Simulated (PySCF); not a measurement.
Excitation energy of Cl⁺ by level of theory

Cl⁺ [Ne] 3s2 3p4 (3P) → Cl⁺ [Ne] 3s2 3p3 3d1 (5D), as a difference of total energies. Calculation: PySCF 2.14, in aug-cc-pwCVTZ; no relativity, point nucleus. Correlated levels: valence and next inner shell: 1s2 frozen. The calculations carry no spin-orbit coupling.

```json
{"method": "UHF", "excitation energy (cm⁻¹)": "104160"}
{"method": "MP2 (valence and next inner shell)", "excitation energy (cm⁻¹)": "109100"}
{"method": "SCS-MP2 (valence and next inner shell)", "excitation energy (cm⁻¹)": "110580"}
{"method": "CCSD (valence and next inner shell)", "excitation energy (cm⁻¹)": "109760"}
{"method": "CCSD(T) (valence and next inner shell)", "excitation energy (cm⁻¹)": "110030"}
```

Errors of the correlated levels include the incompleteness of this basis and the frozen core.

For comparison: 109960 cm⁻¹ (measured; NIST levels, between the centres of gravity of the two terms).
